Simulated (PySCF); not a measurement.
SMILES c1c(Cc2cnccc2)[se]cc1 (C10H9NSe) (GFN2-xTB optimised geometry):

```
21

C     -1.120    -1.208     0.000
C     -1.776     0.014     0.005
N     -1.142     1.174     0.008
C      0.179     1.165     0.007
C      0.943     0.004     0.000
C      2.447     0.046     0.049
C      2.902    -0.199     1.456
C      3.218     0.739     2.387
C      3.566     0.230     3.663
C      3.526    -1.120     3.767
Se     3.015    -1.929     2.177
C      0.264    -1.208     0.000
H     -1.676    -2.133    -0.003
H     -2.856     0.072     0.006
H      0.652     2.139     0.010
H      2.856    -0.722    -0.613
H      2.805     1.024    -0.279
H      3.212     1.794     2.170
H      3.841     0.871     4.484
H      3.746    -1.710     4.638
H      0.818    -2.139     0.001
```

Level of theory: PBE0/def2-SVP run with PySCF 2.14.0.

Problem. What are the frontier orbital energies and the dipole moment?

Solution. HOMO-2 -7.19 eV, HOMO-1 -6.96 eV, HOMO -6.59 eV, LUMO -0.84 eV, LUMO+1 -0.53 eV; dipole moment 1.86 D.

Meta-Löwdin charges at PBE0/def2-SVP: C1 -0.13, C2 0.01, N3 -0.24, C4 0.00, C5 0.00, C6 -0.19, C7 -0.11, C8 -0.15, C9 -0.13, C10 -0.26, Se11 0.26, C12 -0.09, H13 0.11, H14 0.11, H15 0.10, H16 0.11, H17 0.12, H18 0.11, H19 0.12, H20 0.13, H21 0.11.
